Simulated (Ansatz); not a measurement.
A short molecular-dynamics run on `C#[C][In]([Cl])[Cl]`.

```yaml
crystal:
  periodic: [false, false, false]
  atoms:
    - {symbol: C, position_ang: [-0.137128, 0.233767, 2.051203]}
    - {symbol: C, position_ang: [-0.057968, 0.098036, 0.855064]}
    - {symbol: In, position_ang: [0.078652, -0.134299, -1.181034]}
    - {symbol: Cl, position_ang: [-0.358968, -2.130139, -2.240060]}
    - {symbol: Cl, position_ang: [0.682448, 1.578841, -2.594164]}
    - {symbol: H, position_ang: [-0.207026, 0.353806, 3.108992]}
basis:
  gaussian: {orbitals: def2-SVP}
hamiltonian: {xc: {name: r2SCAN}}
md: {timestep: 0.5 fs, n_steps: 20, ensemble: nve, temperature: 700, initial_velocities: maxwell_boltzmann, seed: 914}
```

```sh
$ ansatz run in.yaml --threads 4 --pin off --events-out ev --progress --plain --max-ram 10444MiB
```

```csv
step,time (fs),potential energy (eV),kinetic (eV),T (K),conserved (eV)
0,0.0,-32299.6319,0.3619,700,-32299.2700
1,0.5,-32299.6130,0.3432,664,-32299.2698
2,1.0,-32299.5896,0.3202,619,-32299.2694
3,1.5,-32299.5667,0.2976,576,-32299.2691
4,2.0,-32299.5492,0.2802,542,-32299.2690
5,2.5,-32299.5398,0.2708,524,-32299.2690
6,3.0,-32299.5383,0.2691,521,-32299.2692
7,3.5,-32299.5418,0.2724,527,-32299.2694
8,4.0,-32299.5466,0.2770,536,-32299.2696
9,4.5,-32299.5493,0.2795,541,-32299.2697
10,5.0,-32299.5481,0.2783,538,-32299.2697
11,5.5,-32299.5427,0.2731,528,-32299.2697
12,6.0,-32299.5339,0.2643,511,-32299.2696
13,6.5,-32299.5224,0.2529,489,-32299.2696
14,7.0,-32299.5093,0.2398,464,-32299.2695
15,7.5,-32299.4950,0.2254,436,-32299.2695
16,8.0,-32299.4797,0.2101,406,-32299.2695
17,8.5,-32299.4634,0.1939,375,-32299.2695
18,9.0,-32299.4464,0.1769,342,-32299.2695
19,9.5,-32299.4291,0.1597,309,-32299.2694
20,10.0,-32299.4128,0.1435,278,-32299.2693
```

Velocities are drawn at the set temperature; a run this short doesn't reach equilibrium.

Frames (Å, forces in eV/Å):

```xyz
6
time=0.0 fs
C    -0.137    0.234    2.051   -0.079    0.136    1.197
C    -0.058    0.098    0.855    0.089   -0.152   -1.336
In    0.079   -0.134   -1.181   -0.018    0.031    0.270
Cl   -0.359   -2.130   -2.240   -0.093   -0.423   -0.224
Cl    0.682    1.579   -2.594    0.128    0.363   -0.299
H    -0.207    0.354    3.109   -0.026    0.045    0.391
6
time=0.5 fs
C    -0.139    0.235    2.045   -0.057    0.132    1.241
C    -0.059    0.100    0.853    0.112   -0.208   -1.829
In    0.080   -0.135   -1.181   -0.026    0.041    0.284
Cl   -0.360   -2.128   -2.239   -0.099   -0.458   -0.242
Cl    0.681    1.578   -2.592    0.139    0.390   -0.323
H    -0.197    0.350    3.092   -0.070    0.103    0.869
6
time=1.0 fs
C    -0.141    0.236    2.038   -0.042    0.132    1.289
C    -0.060    0.102    0.851    0.131   -0.256   -2.260
In    0.080   -0.136   -1.181   -0.033    0.050    0.292
Cl   -0.360   -2.126   -2.239   -0.105   -0.494   -0.261
Cl    0.679    1.577   -2.590    0.151    0.417   -0.348
H    -0.187    0.346    3.078   -0.102    0.152    1.287
6
time=1.5 fs
C    -0.142    0.237    2.032   -0.035    0.138    1.388
C    -0.061    0.104    0.849    0.145   -0.295   -2.613
In    0.081   -0.136   -1.181   -0.040    0.058    0.292
Cl   -0.361   -2.124   -2.238   -0.111   -0.529   -0.279
Cl    0.677    1.576   -2.588    0.162    0.443   -0.372
H    -0.177    0.343    3.066   -0.121    0.185    1.585
6
time=2.0 fs
C    -0.144    0.239    2.027   -0.033    0.154    1.572
C    -0.062    0.106    0.846    0.152   -0.323   -2.873
In    0.082   -0.137   -1.181   -0.046    0.064    0.282
Cl   -0.362   -2.122   -2.237   -0.117   -0.564   -0.298
Cl    0.676    1.575   -2.586    0.174    0.469   -0.396
H    -0.168    0.340    3.059   -0.130    0.199    1.713
6
time=2.5 fs
C    -0.146    0.240    2.021   -0.031    0.178    1.846
C    -0.063    0.108    0.842    0.152   -0.339   -3.022
In    0.083   -0.138   -1.180   -0.050    0.070    0.262
Cl   -0.362   -2.120   -2.237   -0.122   -0.599   -0.316
Cl    0.674    1.575   -2.583    0.185    0.495   -0.420
H    -0.158    0.337    3.055   -0.134    0.195    1.650
6
time=3.0 fs
C    -0.147    0.241    2.016   -0.022    0.205    2.185
C    -0.064    0.110    0.838    0.145   -0.340   -3.047
In    0.084   -0.138   -1.180   -0.054    0.073    0.230
Cl   -0.363   -2.118   -2.236   -0.128   -0.633   -0.334
Cl    0.673    1.574   -2.581    0.196    0.521   -0.444
H    -0.150    0.335    3.056   -0.137    0.174    1.411
6
time=3.5 fs
C    -0.149    0.243    2.012   -0.002    0.228    2.531
C    -0.065    0.111    0.833    0.130   -0.327   -2.936
In    0.085   -0.139   -1.180   -0.056    0.075    0.186
Cl   -0.364   -2.116   -2.236   -0.134   -0.666   -0.353
Cl    0.671    1.573   -2.579    0.207    0.546   -0.468
H    -0.141    0.334    3.059   -0.144    0.143    1.039
6
time=4.0 fs
C    -0.151    0.244    2.008    0.032    0.243    2.821
C    -0.066    0.113    0.827    0.105   -0.297   -2.682
In    0.086   -0.140   -1.180   -0.057    0.075    0.129
Cl   -0.365   -2.114   -2.235   -0.140   -0.700   -0.371
Cl    0.669    1.572   -2.577    0.217    0.571   -0.492
H    -0.133    0.332    3.066   -0.157    0.108    0.595
6
time=4.5 fs
C    -0.153    0.246    2.004    0.079    0.242    2.994
C    -0.067    0.115    0.821    0.072   -0.252   -2.286
In    0.087   -0.141   -1.180   -0.057    0.073    0.059
Cl   -0.365   -2.112   -2.235   -0.145   -0.732   -0.389
Cl    0.668    1.572   -2.575    0.228    0.595   -0.515
H    -0.125    0.331    3.073   -0.177    0.075    0.138
6
time=5.0 fs
C    -0.154    0.247    2.001    0.139    0.223    3.011
C    -0.067    0.116    0.815    0.030   -0.193   -1.760
In    0.088   -0.141   -1.180   -0.056    0.069   -0.023
Cl   -0.366   -2.110   -2.234   -0.151   -0.764   -0.407
Cl    0.666    1.571   -2.573    0.238    0.619   -0.539
H    -0.118    0.331    3.081   -0.200    0.046   -0.283
6
time=5.5 fs
C    -0.156    0.249    1.999    0.207    0.187    2.858
C    -0.068    0.118    0.808   -0.020   -0.122   -1.122
In    0.089   -0.142   -1.179   -0.053    0.063   -0.116
Cl   -0.367   -2.108   -2.234   -0.156   -0.795   -0.425
Cl    0.665    1.571   -2.571    0.248    0.642   -0.561
H    -0.111    0.330    3.089   -0.226    0.024   -0.634
6
time=6.0 fs
C    -0.158    0.250    1.997    0.279    0.136    2.539
C    -0.069    0.119    0.801   -0.075   -0.041   -0.400
In    0.090   -0.143   -1.179   -0.049    0.056   -0.217
Cl   -0.368   -2.107   -2.233   -0.161   -0.825   -0.442
Cl    0.663    1.570   -2.570    0.257    0.664   -0.583
H    -0.104    0.329    3.095   -0.251    0.010   -0.896
6
time=6.5 fs
C    -0.159    0.252    1.996    0.351    0.072    2.075
C    -0.070    0.121    0.794   -0.134    0.046    0.374
In    0.091   -0.143   -1.179   -0.045    0.047   -0.325
Cl   -0.368   -2.105   -2.233   -0.166   -0.854   -0.459
Cl    0.662    1.570   -2.568    0.267    0.686   -0.605
H    -0.099    0.329    3.098   -0.273    0.004   -1.059
6
time=7.0 fs
C    -0.161    0.254    1.995    0.418    0.001    1.495
C    -0.071    0.122    0.787   -0.195    0.134    1.165
In    0.091   -0.144   -1.179   -0.039    0.037   -0.437
Cl   -0.369   -2.103   -2.233   -0.171   -0.882   -0.475
Cl    0.660    1.569   -2.566    0.276    0.707   -0.626
H    -0.094    0.328    3.100   -0.289    0.005   -1.122
6
time=7.5 fs
C    -0.162    0.255    1.995    0.478   -0.075    0.832
C    -0.072    0.124    0.780   -0.254    0.220    1.939
In    0.092   -0.145   -1.179   -0.033    0.026   -0.547
Cl   -0.370   -2.102   -2.232   -0.176   -0.910   -0.491
Cl    0.659    1.569   -2.564    0.285    0.727   -0.646
H    -0.089    0.327    3.098   -0.300    0.012   -1.087
6
time=8.0 fs
C    -0.163    0.257    1.994    0.526   -0.152    0.119
C    -0.073    0.125    0.773   -0.309    0.301    2.665
In    0.093   -0.145   -1.179   -0.027    0.016   -0.654
Cl   -0.371   -2.101   -2.232   -0.180   -0.936   -0.506
Cl    0.657    1.568   -2.563    0.293    0.746   -0.665
H    -0.086    0.327    3.094   -0.303    0.025   -0.959
6
time=8.5 fs
C    -0.165    0.259    1.994    0.562   -0.225   -0.611
C    -0.074    0.127    0.768   -0.360    0.373    3.316
In    0.094   -0.146   -1.179   -0.022    0.006   -0.753
Cl   -0.372   -2.099   -2.232   -0.184   -0.961   -0.520
Cl    0.656    1.568   -2.561    0.301    0.765   -0.684
H    -0.083    0.326    3.087   -0.298    0.042   -0.749
6
time=9.0 fs
C    -0.166    0.260    1.994    0.584   -0.292   -1.322
C    -0.075    0.128    0.762   -0.402    0.434    3.866
In    0.095   -0.147   -1.178   -0.016   -0.003   -0.839
Cl   -0.372   -2.098   -2.232   -0.189   -0.985   -0.534
Cl    0.655    1.568   -2.559    0.309    0.783   -0.701
H    -0.080    0.326    3.079   -0.286    0.063   -0.471
6
time=9.5 fs
C    -0.167    0.262    1.993    0.592   -0.349   -1.974
C    -0.076    0.130    0.758   -0.436    0.481    4.296
In    0.096   -0.147   -1.178   -0.012   -0.010   -0.909
Cl   -0.373   -2.097   -2.231   -0.193   -1.007   -0.546
Cl    0.653    1.568   -2.558    0.316    0.799   -0.717
H    -0.079    0.326    3.070   -0.268    0.086   -0.149
6
time=10.0 fs
C    -0.168    0.263    1.992    0.588   -0.393   -2.525
C    -0.077    0.132    0.754   -0.459    0.512    4.589
In    0.097   -0.148   -1.178   -0.009   -0.014   -0.961
Cl   -0.374   -2.095   -2.231   -0.196   -1.029   -0.558
Cl    0.652    1.568   -2.556    0.323    0.815   -0.733
H    -0.078    0.326    3.060   -0.247    0.108    0.187
```

Run time 43 s (4 threads of an Arm Neoverse V2 on a shared host); peak host memory 0.17 GiB.
